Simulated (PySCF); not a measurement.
# C₆ coefficients of unlike pairs at TPSS

Calculated with PySCF 2.14 from the dipole response of each species, C₆(A,B) = (3/π) ∫ α_A(iu) α_B(iu) du, in atomic units, from isotropic polarisabilities. For ions this is the dispersion term alone; charge-induced terms of lower order in 1/R come first.

| species | configuration | basis | relativity | α (bohr³) | C₆ (like pair) |
| --- | --- | --- | --- | --- | --- |
| P²⁺ | [Ne] 3s2 3p1 (2P) | x2c-TZVPPall with one added diffuse shell each of s, p, d type (6s6p4d1f) | spin-free X2C | 9.299 | 34.03 |
| Al³⁺ | [Ne] (1S) | x2c-TZVPPall with one added diffuse shell each of s, p, d type (6s6p4d1f) | spin-free X2C | 0.2636 | 0.2349 |
| Ru⁺ | [Kr] 4d7 (4F) | x2c-TZVPPall with one added diffuse shell each of s, p, d, f type (9s7p7d3f1g) | spin-free X2C | 16.08 | 103.2 |

(1) Estimate C₆ for Al³⁺ with P²⁺.

No spin-orbit coupling is included.

The other pairs:

| pair | C₆ |
| --- | --- |
| Ru⁺, Al³⁺ | 3.556 |
| Ru⁺, P²⁺ | 58.71 |

Answers

(1) The integral gives 1.812. The combination rule 2 C_A C_B / (C_A α_B/α_A + C_B α_A/α_B) gives 1.729 and the geometric mean 2.827.
